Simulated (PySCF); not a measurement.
# Continuum solvent and chemical shifts

Atoms are numbered as in `[CH2:1]=[N:2]/[N:3]=[CH:4]\[CH:5]([CH3:6])[CH3:7]`. Each H is labelled by its parent atom. Ha(C1) is cis to N3; Hb(C1) is trans to N3.

GIAO PBE0/pcSseg-1 in PySCF on one PBE0-D3(BJ)/def2-SVP conformer, non-relativistic, equivalent nuclei averaged. Solvents enter as an IEF-PCM continuum (benzene with ε = 2.3, chloroform with ε = 4.7) around the gas-phase geometry. Shifts are referred to TMS computed in the same medium.

Gas phase, δ in ppm: C4 155.7, C1 136.4, C5 30.6, C6/C7 21.9, Ha(C1) 6.52, Hb(C1) 6.51, H(C4) 6.43, H(C5) 2.42, H(C6)/H(C7) 0.95. Dipole moment 2.22 D.

(1) How does each δ change in the continuum?

(2) Which of the listed nuclei move most (in ppm), and what does the model miss? (N and O are left out, as their reference compounds move with the solvent too.)

Results:

(1) 
| atoms | environment | Δδ, benzene | Δδ, chloroform |
| --- | --- | --- | --- |
| C4 | C=N carbon | +3.2 | +5.3 |
| C1 | C=N carbon | +3.5 | +5.8 |
| C5 | sp3 CH | +0.8 | +1.3 |
| C6/C7 | methyl carbon | 0.0 | 0.0 |
| Ha(C1) | hydrogen on a C=N carbon | +0.12 | +0.21 |
| Hb(C1) | hydrogen on a C=N carbon | +0.14 | +0.23 |
| H(C4) | hydrogen on a C=N carbon | +0.12 | +0.20 |
| H(C5) | hydrogen on an sp3 CH | 0.00 | -0.01 |
| H(C6)/H(C7) | hydrogen on a methyl carbon | +0.03 | +0.05 |

Changes are relative to the gas phase. The dipole moment becomes 2.53 D in benzene, 2.73 D in chloroform.

(2) C1 (C=N carbon, +5.8 ppm) in chloroform. A continuum only polarises the solute; specific hydrogen bonds, the anisotropy of aromatic solvents and changes of geometry or conformer are outside it.
